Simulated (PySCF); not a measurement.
# Radial density of Ru⁺ (ruthenium, charge +1)

r2SCAN0, [Kr] 4d6 5s1, high-spin 6D determinant (an excited configuration). Computed with PySCF 2.14 in aug-cc-pVTZ-PP with one added diffuse shell each of s, p, d, f, g type with ECP28MDF (7s7p6d4f3g, 113 functions), with a scalar-relativistic core potential. This is the valence pseudo-density: the core potential removes the inner electrons and smooths the orbitals near the nucleus.

```
r (bohr)  4πr²ρ (e/bohr)  4πr²(ρα − ρβ)
  0.0187       1.013e-05         0.0000
  0.0314       2.593e-05         0.0000
  0.0528       6.170e-05         0.0000
  0.0888       0.0002003         0.0000
   0.149        0.001666         0.0004
   0.251         0.02654         0.0068
   0.423          0.7077         0.1309
   0.711           8.554         1.3626
    1.20           11.92         2.9632
    2.01           3.142         1.7295
    3.38          0.5233         0.4316
    5.69         0.02106         0.0197
    9.57       2.345e-05         0.0000
```

Energies and moments cover only the electrons outside the core potential.
